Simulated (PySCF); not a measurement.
PySCF 2.14 output of an unrestricted wB97X calculation on a single atom or ion in def2-QZVPPD (11s6p4d3f, 70 functions), with no relativity, point nucleus:

```
SCF conv_tol = 1e-09
number electrons alpha = 10  beta = 9
    J.-D. Chai and M. Head-Gordon.,  J. Chem. Phys. 128, 084106 (2008)
cycle= 1 E= -599.864603359734  delta_E= -0.00337  |g|= 0.00919  |ddm|= 0.162
cycle= 2 E= -599.864626227734  delta_E= -2.29e-05  |g|= 0.00102  |ddm|= 0.0398
cycle= 3 E= -599.864630001882  delta_E= -3.77e-06  |g|= 0.000411  |ddm|= 0.0176
cycle= 4 E= -599.864630998774  delta_E= -9.97e-07  |g|= 0.000198  |ddm|= 0.00755
cycle= 5 E= -599.864631481458  delta_E= -4.83e-07  |g|= 7.72e-05  |ddm|= 0.00676
cycle= 6 E= -599.864631553511  delta_E= -7.21e-08  |g|= 2.74e-05  |ddm|= 0.00196
cycle= 7 E= -599.864631559715  delta_E= -6.2e-09  |g|= 6.14e-06  |ddm|= 0.000495
cycle= 8 E= -599.86463155993  delta_E= -2.15e-10  |g|= 1.12e-06  |ddm|= 7.34e-05
converged SCF energy = -599.86463155993  <S^2> = 0.750072  2S+1 = 2.000072
```

The run itself started from symmetry-adapted Hartree-Fock orbitals and held the occupation by maximum overlap, on a logarithmic radial grid, so the iterations belong to that start.

Problem. Which element, charge and spin multiplicity is this?

Solution. K (potassium, neutral), multiplicity 2; the state was [Ar] 4p1, 2P determinant (an excited configuration).
